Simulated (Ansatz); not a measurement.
A run for Ansatz (a program for electronic structure): R-CCSD(T)/def2-SVP on BrGeHS (SMILES [SH][Ge][Br]), a point of a torsion scan. The run froze 33 orbitals, filled d shells among them.

Ansatz 0.2 input:
```yaml
crystal:
  periodic: [false, false, false]
  atoms:
    - {symbol: S, position_ang: [-1.31395887, 0.44941822, 0.52463901]}
    - {symbol: Ge, position_ang: [0.69584014, 0.93494541, -0.39922553]}
    - {symbol: Br, position_ang: [1.73074094, 1.95532049, 1.44658035]}
    - {symbol: H, position_ang: [-1.49779281, -0.61698616, -0.24824599]}
basis:
  gaussian:
    orbitals: def2-SVP
magnetization: {spin_polarized: false}
correlation: {method: ccsd_t, electrons: outside_noble_gas}
scf: {lower_state_search: off}
```

It printed:

```
WARN ansatz: RAYON_NUM_THREADS=1 ignored (pool sized by the plan → 1); use --threads N
Functional definition: HF
these checks for a lower state are left out or cut short: stability, starts, cluster_reference, orbital_swaps, neighbouring_geometries, increment
integrals: 0.08 GiB planned
834 factors; integrals over basis functions are off by at most 6.0e-4 eV
mean field: 0.35 GiB planned
mean field evaluation 1: about -137287.2259 eV, gradient 1.7e1 eV
mean field evaluation 2: about -137287.2365 eV, gradient 1.7e1 eV
mean field evaluation 4: about -137288.4564 eV, gradient 2.1e0 eV
mean field evaluation 8: about -137288.4838 eV, gradient 8.4e-4 eV
mean field -137288.48380672 eV, -5045.2587224204 hartree, gradient 2.6e-6 eV, S^2 0.000000; 0 other end points of the search recorded, 0 dependent functions left out
33 core orbitals not correlated
reference -137288.48380672 eV, -5045.2587224204 hartree; 9, 9 occupied and 45, 45 virtual orbitals, 834 factors
second order -8.82627298 eV of doubles, -0.00000000 eV of singles
coupled cluster: 0.14 GiB planned
cycle   1  -9.48631990 eV  change   -6.6e-1 eV  update   8.7e-2
cycle   2  -9.75276848 eV  change   -2.7e-1 eV  update   2.9e-2
cycle   3  -9.81551863 eV  change   -6.3e-2 eV  update   1.7e-2
cycle   4  -9.81040835 eV  change    5.1e-3 eV  update   5.4e-3
cycle   5  -9.80903131 eV  change    1.4e-3 eV  update   2.3e-3
cycle   6  -9.80903754 eV  change   -6.2e-6 eV  update   8.3e-4
cycle   7  -9.80908713 eV  change   -5.0e-5 eV  update   3.2e-4
cycle   8  -9.80916701 eV  change   -8.0e-5 eV  update   1.1e-4
cycle   9  -9.80916077 eV  change    6.2e-6 eV  update   5.2e-5
cycle  10  -9.80915237 eV  change    8.4e-6 eV  update   1.8e-5
perturbative correction -0.32450604 eV, -0.0119253769 hartree
Total energy: -137298.61746513 eV, -5045.6311274979 hartree
Checks for a lower state left out: stability, starts, cluster_reference, orbital_swaps, neighbouring_geometries, increment
```

Self-consistency was reached.

Cost: roughly 2.5 core-seconds.
